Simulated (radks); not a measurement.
The nuclear charge of the osmium ion Os2+ is varied continuously with 74 electrons held in [Xe] 4f14 5d6. Calculated with a radial shooting solver on a logarithmic mesh with Libxc functionals: scalar-relativistic Kohn-Sham, r2SCAN, spin-polarised, spherical densities, finite nucleus; open shells are filled with parallel spins first (spin-orbit coupling, left out, can overturn this in heavy ions); meta-GGA in the generalised Kohn-Sham scheme; Fermi nuclear charge, rms radius 5.4126 fm. By the Hellmann-Feynman theorem dE/dZ = E(electron-nucleus)/Z, the electronic potential at the nucleus (averaged over a nucleus of fixed radius). The scalar-relativistic energy here is not variational (the density holds large components alone), so the two differ by a part that grows with Z.

Z	E (hartree)	E(electron-nucleus)/Z (hartree)	HOMO	e(HOMO) (eV)	<r> HOMO (bohr)
75	-16690.9807	-550.657	5d	-9.076	1.969
75.5	-16969.9448	-556.280	5d	-14.580	1.817
76	-17251.7794	-561.912	5d	-20.717	1.706
76.5	-17536.4912	-567.557	5d	-27.411	1.617
77	-17824.0888	-573.218	5d	-34.611	1.543

The central difference of E at Z = 76 is -566.546 hartree, to compare with the third column; the second derivative is -11.5 hartree.
